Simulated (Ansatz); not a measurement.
The cluster Be₂Se, relaxed as a singlet with RKS r2SCAN-D4/def2-TZVP in Ansatz, starting from the GFN1-xTB geometry. Force threshold 0.02 eV/Å.

The structure comes from a short search, and lower isomers may exist.

Start:

Cartesian coordinates in Å:
```
Be -0.765 1.166 -0.753
Be 0.405 -1.530 0.088
Se 0.360 0.364 0.665
```

Problem. Estimate the energy that the relaxation releases and the steps that it takes.

Solution. 26.5 kcal/mol, in 8 steps; 8 s on 4 threads of Intel Xeon Platinum 8259CL on a shared host. No frequencies were taken in this run, so the end may be a saddle point.

Problem. Does the start keep its bonding and symmetry?

Solution. By distances, no bond broke or formed, bridged metal pairs apart. The bond that changes most is Be1–Se3, from 1.98 to 2.06 Å (atoms count from 1). A close non-bonded pair moves further: Be1–Be2, from 3.06 to 1.94 Å. Metal–metal contacts that move far: Be1–Be2 3.06 to 1.94 Å. The end is the same structure that another start reached, the lowest one found. Point group C2v at the start, C2v at the end, both within 0.05 Å.

Problem. Predict the relaxed structure.

Solution. 
```tsv
atom	x (Å)	y (Å)	z (Å)
Be1	-0.630	0.592	-0.747
Be2	0.111	-1.117	-0.213
Se3	0.519	0.525	0.960
```
Bond lengths (bridged metal pairs left out): 2 × Be–Se 2.06 Å.
